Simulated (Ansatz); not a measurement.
`[SiH3][In]([Cl])[Cl]` + H₂ → `[Cl][InH][Cl]` + SiH₄  (hydrogenolysis of the In–Si bond)

Isolated molecules relaxed with PBE0-D4/def2-TZVP in Ansatz; ΔE leaves out vibrations. CBS: MP2 limit from def2 TZ/QZ plus the TZ coupled-cluster correction, frozen cores. This one scheme is used for every species. DFT in def2-TZVPP. def2 core potentials past Kr. For In outer-core shells are correlated without core-valence functions, which leaves a few kJ/mol of doubt a bond.

```json
{"level": "B97M-V", "ΔE (kJ/mol)": "12.9"}
{"level": "LC-ωPBE", "ΔE (kJ/mol)": "13.6"}
```

Question: What does CCSD(T)/CBS give? (An estimate is asked.)

Answer: The calculation gave: +25.6 kJ/mol. The listed levels differ from it by -12.7, -12.0 kJ/mol.

Largest T1 diagnostic among the species: 0.013.

From BLYP to BHLYP (50 % exact exchange), in def2-TZVPP and without D4, ΔE moves by −11.6 kJ/mol. In def2-TZVPP, CCSD(T) changes the Hartree–Fock value by +25.5 kJ/mol (the triples alone add +4.4 kJ/mol) and MP2 by +33.1 kJ/mol. The D4 term adds +7.3 kJ/mol with B3LYP and +4.3 kJ/mol with PBE0; it sums over pairs of atoms, weighted by their polarisabilities, and B3LYP, whose exchange is more repulsive, gets the larger term.

B3LYP here is the variant with VWN-RPA as its local correlation; programs differ in this.
